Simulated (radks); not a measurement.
The numbers below are computed, except where a source is named.
Q: The mean radii <r> (bohr) of the occupied orbitals of an atom or ion are listed with their occupations. Code: a radial shooting solver on a logarithmic mesh with Libxc functionals. Model: Dirac Kohn-Sham, BLYP, spin-unpolarised, spherical densities, finite nucleus; Fermi nuclear charge, rms radius of each element as measured or else 0.836 A^(1/3) + 0.57 fm.

| orbital | occ. | <r> |
|---|---|---|
| 1s1/2 | 2 | 0.1113 |
| 2s1/2 | 2 | 0.5664 |
| 2p1/2 | 2 | 0.5327 |
| 2p3/2 | 4 | 0.5349 |
| 3s1/2 | 1 | 1.843 |

Name the element and its charge. Open shells, if any, fill j = l - 1/2 first.

A: Z = 14, silicon, charge +3: Si3+ in [Ne] 3s1. The 1s radius gives Z: for a bare nucleus <r> = (2 gamma + 1)/(2Z) with gamma = sqrt(1 - (Z/c)^2), 0.1068 bohr for Z = 14, and screening makes it slightly larger (0.1113 here). The occupations add up to 11, and the charge is Z minus that.
